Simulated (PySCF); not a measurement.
CH4N (SMILES [CH2-]N), charge -1, singlet, geometry from GFN2-xTB (in this run its highest filled SCF level lies above zero, so its values depend strongly on the basis, on diffuse functions most of all). Base run: PySCF with M062X/6-31+G*.

PySCF was given this input:
```python
from pyscf import gto, scf, dft, solvent

mol = gto.Mole()
mol.atom = '''
    C    -0.081984    0.828586   -0.006812
    N     0.046891   -0.731902    0.006198
    H    -0.498121   -1.028548    0.823905
    H    -0.509639   -1.043023   -0.798264
    H     0.592027    1.119620    0.875268
    H     0.579398    1.103748   -0.903426
'''
mol.basis = '6-31+g*'
mol.charge = -1
mol.spin = 0
mol.verbose = 4
mol.build()

mf = dft.RKS(mol)
mf.xc = 'm062x'
mf.kernel()
```

Each row names what was changed in the base input (with any setting that the change needs).

```
change                                                     ΔE vs base (kcal/mol)  HOMO-LUMO gap (eV)
---------------------------------------------------------  ---------------------  ------------------
base                                                                       0.000                4.26
model = IEF-PCM; solvent = chloroform                                     -55.97                5.49
model = C-PCM; solvent = chloroform                                       -56.92                5.54
model = IEF-PCM; solvent = chloroform; vdw_scale = 1.1                    -58.59                5.69
model = SS(V)PE; solvent = chloroform                                     -54.50                5.47
model = IEF-PCM; solvent = chloroform; lebedev_order = 11                 -55.21                5.47
model = IEF-PCM; solvent = chloroform; lebedev_order = 41                 -56.04                5.49
model = ddCOSMO; solvent = chloroform                                          …                5.49
model = IEF-PCM; solvent = chloroform; vdw_scale = 1.0                         …                   …
model = IEF-PCM; solvent = methanol                                            …                   …
model = COSMO; solvent = chloroform                                       -51.33                5.41
model = IEF-PCM; solvent = chloroform; vdw_scale = 1.4                    -50.39                5.14
```

### Question
What belongs in the gaps?

### Answer

- model = ddCOSMO; solvent = chloroform, ΔE vs base (kcal/mol): -53.62
- model = IEF-PCM; solvent = chloroform; vdw_scale = 1.0, ΔE vs base (kcal/mol): -60.67
- model = IEF-PCM; solvent = chloroform; vdw_scale = 1.0, HOMO-LUMO gap (eV): 5.89
- model = IEF-PCM; solvent = methanol, ΔE vs base (kcal/mol): -70.3
- model = IEF-PCM; solvent = methanol, HOMO-LUMO gap (eV): 5.83

The base is the gas phase, so ΔE is the electrostatic part of solvation at a fixed geometry, without cavity and dispersion terms.

The gas-phase anion may not be bound at this level, which the solvent then changes.
